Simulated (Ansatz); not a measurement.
Mulliken charges of CH4BFO (`OCBF`) from r2SCAN/def2-TZVPP in Ansatz (PBE0-D4/def2-TZVP geometry).

```tsv
atom	x (Å)	y (Å)	z (Å)	charge (e)
O1	0.430	1.152	-0.980	-0.376
C2	0.295	0.509	0.268	0.112
B3	-0.396	-0.884	0.274	0.269
F4	-0.823	-1.388	-0.879	-0.264
H5	0.036	0.594	-1.655	0.209
H6	-0.258	1.158	0.968	0.040
H7	1.285	0.393	0.739	0.040
H8	-0.569	-1.534	1.265	-0.030
```

Problem. By hand: the dipole of these point charges (1 e Å = 4.8032 D).

Solution. Σ q r = (0.048, -0.015, 0.389) e Å, of length 0.392 e Å = 1.88 D.

Problem. How does the dipole of the full density compare? (Best estimate.)

Solution. Ansatz gave: (-0.051, -0.146, 0.172) e Å, 1.11 D; the point charges give 1.69 times that, at 43° from its direction.

Point charges leave out the atoms' own dipoles, such as those of lone pairs, and Mulliken's split depends on the basis, so the two needn't agree.
